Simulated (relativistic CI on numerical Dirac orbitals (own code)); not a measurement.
Calculated levels, Sb³⁺

Calculated at this level of theory: Dirac-Coulomb-Breit CI, orbitals from a KLI potential per configuration, a model potential for QED, valence Slater integrals scaled by 0.85, P86 correlation energy added to each configuration (own radial code, finite nucleus).

CI space (outside the closed core [Kr] 4d10): 5s², 5s5p, 5p², 5s5d, 5s5f, 5d², 5s5g, 5s6s, 5p5d, 5s6p, 4f², 5s4f, 4f5p, 5s6d, 5s7s, 5f². Levels of other configurations are missing.

```csv
No.,Configuration,Term,J,E (cm⁻¹),%,Landé g,Lifetime (s)
1,5s²,¹S,0,0.0,97,,
2,5s5p,³P°,0,59953.8,100,,
3,5s5p,³P°,1,62199.1,99,1.496,9.19e-08
4,5s5p,³P°,2,67689.9,100,1.501,4.41e-01
5,5s5p,¹P°,1,95250.8,96,1.005,2.25e-10
6,5p²,³P,0,149216.5,95,,2.72e-10
7,5p²,¹D,2,151236.1,62,1.082,1.32e-09
8,5p²,³P,1,153089.2,100,1.501,2.51e-10
9,5p²,³P,2,159316.1,83,1.417,2.71e-10
10,5s5d,³D,1,174564.5,99,0.499,1.65e-10
11,5s5d,³D,2,174876.1,99,1.167,1.71e-10
12,5s5d,³D,3,175364.5,99,1.334,1.82e-10
13,5p²,¹S,0,181620.3,92,,2.47e-10
14,5s6s,³S,1,184302.0,100,2.002,2.02e-10
15,5s6s,¹S,0,190201.7,100,,2.44e-10
16,5s5d,¹D,2,190646.4,70,1.002,1.24e-10
17,5s6p,³P°,0,210509.7,100,,1.65e-09
18,5s6p,³P°,1,211042.4,95,1.480,1.56e-09
19,5s6p,³P°,2,212813.6,100,1.501,1.44e-09
20,5s6p,¹P°,1,216634.2,95,1.021,1.19e-09
21,5s4f,³F°,2,227337.7,86,0.667,1.53e-09
22,5s4f,³F°,3,227556.4,83,1.079,1.28e-09
23,5s4f,³F°,4,227963.8,92,1.250,1.26e-09
24,5s4f,¹F°,3,229071.7,84,1.005,5.51e-10
25,5p5d,³F°,2,248268.7,57,0.781,2.94e-10
26,5s6d,³D,1,249773.5,100,0.499,4.51e-10
27,5s6d,³D,2,249896.7,100,1.166,4.65e-10
28,5s6d,³D,3,250106.6,100,1.334,4.92e-10
29,5p5d,³F°,3,251866.4,84,1.094,3.09e-10
30,5p5d,¹D°,2,252482.2,53,0.980,2.13e-10
31,5s6d,¹D,2,252711.0,97,1.001,5.68e-10
32,5s7s,³S,1,252891.3,100,2.002,2.75e-10
33,5s7s,¹S,0,255119.3,100,,6.86e-10
34,5p5d,³F°,4,256005.3,91,1.250,3.15e-10
35,5p5d,³D°,1,257843.8,75,0.732,1.11e-10
36,5p5d,³D°,2,259230.8,42,1.244,1.32e-10
37,5p5d,³D°,3,262889.7,93,1.315,1.06e-10
38,5p5d,³P°,0,263755.6,99,,1.37e-10
39,5p5d,³P°,1,263843.4,77,1.275,1.28e-10
40,5p5d,³P°,2,263888.2,49,1.329,1.20e-10
41,5s5f,¹F°,3,270025.3,74,1.007,2.41e-10
42,5s5f,³F°,4,272290.6,99,1.251,2.76e-09
43,5s5f,³F°,3,272316.6,99,1.083,2.62e-09
44,5s5f,³F°,2,272340.7,99,0.666,2.59e-09
45,5s5g,³G,3,277688.5,97,0.750,1.20e-09
```

Energies count from the lowest computed level; ° marks odd parity; lifetimes are radiative, by E1, M1, E2, M2, E3 decay to levels of this space only; some are left blank where a channel outside the calculation adds to the decay or the decay crosses a small, uncertain gap.

The mean weight of the leading LS term, summed over parents, in these 45 levels is 89 %, and that of the leading jj configuration (from the same eigenvectors) 82 %.

For a near-neutral ion this model can misplace configurations by up to about 10,000 cm⁻¹ (more where the count of f electrons changes) and terms by 10 to 25 % of their spread. Rates follow the energies as ν³ (E1, M1) or ν⁵ (E2), so they and the lifetimes can be off by large factors. The fine structure of a lone outer electron comes out too small, for d and f at times inverted, and misplaced configurations move strength between like terms. 20 of the 20 excited levels that our extract of the measured tables holds in this range could be paired (the sources list more); they are missed by 3608 cm⁻¹ on average and 7793 at most, and levels without a partner can miss by more.

LS names give the leading component of a level, which can be under half, so a name can repeat, a term be missing and a line seem to break the LS rules.
